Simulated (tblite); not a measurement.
Species: C5H12O3Si.
Cartesian coordinates in Å at the GFN2-xTB level; atoms count from 1:
```
atom  x, y, z in Å
C1     3.5962   -0.1221    0.5748
C2     2.6516    0.3247   -0.2334
C3     1.3993    0.9897    0.2143
Si4   -0.0758   -0.2247    0.1221
O5     0.2505   -1.5139   -0.8265
O6    -0.3690   -0.6496    1.6674
C7    -1.6373    0.5010   -0.6975
C8    -2.8831   -0.2753   -0.2832
O9    -3.0905   -0.2694    1.1177
H10    4.4788   -0.6181    0.2072
H11    3.5250   -0.0019    1.6433
H12    2.7422    0.1839   -1.3032
H13    1.5128    1.3326    1.2405
H14    1.2111    1.8600   -0.4131
H15    0.9871   -2.0863   -0.6256
H16   -1.2764   -0.8696    1.8985
H17   -1.7714    1.5501   -0.4284
H18   -1.5567    0.4580   -1.7805
H19   -2.7754   -1.3261   -0.5557
H20   -3.7739    0.1250   -0.7888
H21   -3.1540    0.6488    1.4044
```

Computed with GFN2-xTB (tblite): harmonic, unscaled wavenumbers at the GFN2-xTB geometry, gas phase. The method is semi-empirical: single wavenumbers can be off by several per cent or more. One conformer, not necessarily the lowest. The optimisation stopped once no atom felt more than 0.01 eV/Å.

Lowest wavenumbers of the output (negative numbers stand for imaginary wavenumbers):
```
mode    cm-1
  1     -20.8
  2      29.6
  3      58.6
  4     118.6
  5     155.4
  6     167.1
  7     177.1
  8     192.9
  9     234.6
 10     256.4
 11     287.5
 12     331.2
 13     354.9
 14     405.6
 15     443.2
```

Problem. Is this structure a minimum?

Solution. Not by this Hessian. 1 mode is imaginary beyond 20i (21i cm⁻¹), so at this level the point lies at or near a first-order saddle. The curvature is small, so loose convergence or finite differences may be the whole cause.

Problem. Which atoms move in the imaginary mode?

Solution. 21i: C1 (terminal =CH2 carbon) 27 %, C3 (sp3 carbon bound to silicon) 10 %. These are shares of the mass-weighted motion.

Problem. What is the remedy?

Solution. Step along that mode in both directions, optimise again with tighter thresholds and repeat the frequencies. The zero-point energy of this point (104.5 kcal/mol) counts the 56 real modes alone, and thermal corrections from it aren't those of a minimum.
